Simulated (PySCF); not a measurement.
Saddle point of BH2Cl3, singlet (BHCl₂ ([Cl][BH][Cl]) + HCl → BCl₃ ([Cl][B]([Cl])[Cl]) + H₂; bonds formed: B1–Cl6, H2–H5; bonds broken: B1–H2, H5–Cl6), PBE0-D4/def2-TZVP structure:

```
atom    x (Å)    y (Å)    z (Å)
  B1  -0.2256  -0.1760  -0.2281
  H2   0.5652   0.7242  -0.7077
 Cl3   0.2579  -1.7679  -0.7987
 Cl4  -1.8933   0.3746  -0.3245
  H5   0.7926   0.7208   0.3394
 Cl6   0.5029   0.1243   1.7196
```

Energies are electronic, without zero-point energy. Barriers and step energies count from the start structure reached by relaxing down the imaginary mode; all methods use the PBE0-D4 structures, on which another method's saddle can fall below an end. Computed with PySCF 2.14 with density fitting (its default auxiliary sets; JK sets also for MP2 and CCSD(T)) (basis: def2-TZVPP, with def2-QZVPP for the basis limit); correlated methods freeze the cores. B3LYP uses VWN-RPA correlation. Extrapolation: Hartree–Fock as exp(−7.88 √X), correlation as X^−2.97.

| method | barrier (kJ/mol) | step energy (kJ/mol) |
| --- | --- | --- |
| SPW92 | 38.0 | -56.5 |
| PBE-D4 | 73.9 | -56.6 |
| r2SCAN-D4 | 86.7 | -56.9 |
| PBE0-D4 | ? | -51.9 |
| B3LYP-D4 | 110.8 | -48.9 |
| BHLYP-D4 | ? | -43.6 |
| wB97M-V | ? | -50.2 |
| HF | 190.5 | -30.3 |
| MP2 | 106.4 | -56.4 |
| CCSD | 132.4 | -41.5 |
| CCSD(T) | 119.7 | -46.6 |

Fill in the withheld barriers. (Judge from chemistry; the value comes from the calculation.)

Computed: wB97M-V 109.4; BHLYP-D4 130.6; PBE0-D4 89.1 kJ/mol. Each is the energy of the saddle less that of the start structure, by the same method.

For comparison, the barrier by CCSD(T) at an estimated basis limit (MP2 extrapolated from triple and quadruple zeta, plus CCSD(T) − MP2 in triple zeta) is 113.2 kJ/mol.

T1 diagnostic: at most 0.012. The start structure is not quite a true minimum (one mode of 42i cm⁻¹). The end structure is not quite a true minimum (one mode of 53i cm⁻¹).

Labels in which every atom is bracketed show which atoms are joined, not bond orders.

For scale, one of the runs: CCSD(T)/def2-TZVPP, 185 basis functions, launched by `OMP_NUM_THREADS=4 python run.py`. Time: 3 min of wall clock on 4 CPU threads of a Oxide Virtual Turin-like; the host was shared. Peak host memory: 2 GiB.
